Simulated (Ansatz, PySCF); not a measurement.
C4H7FSi, SMILES C=C=C(F)[SiH2]C.

The structure is a stationary point at r2SCAN-D4/def2-SVP. This is a generated structure with no PubChem entry under its InChIKey; it may be hypothetical. The values are those of a single conformer.

Vertical ionisation energy (IE) and electron affinity (EA) in eV. Rows of orbital energies are one-electron estimates. Where ΔSCF, EOM or ADC give a negative EA the extra electron is unbound and the value depends on the basis.

```tsv
level	IE	EA
−ε(HOMO), −ε(LUMO), CAM-B3LYP/def2-TZVP (PySCF)	8.74	-0.38
−ε(HOMO), −ε(LUMO), PBE/def2-TZVP (PySCF)	6.17	1.75
ΔSCF, CAM-B3LYP/def2-SVPD (Ansatz), final states of multiplicity 2 and 2	9.56	-0.99
ΔSCF, PBE/def2-SVPD (Ansatz), final states of multiplicity 2 and 2	9.18	-0.76
```

**Question.** What vertical singlet–triplet gap does ΔSCF give with CAM-B3LYP/def2-SVPD (Ansatz, an electronic-structure program) and with PBE/def2-SVPD (Ansatz)? (Estimate from the structure and the level; the computed values follow.)

**Answer.** 4.31 and 4.23 eV (triplet above singlet where positive).
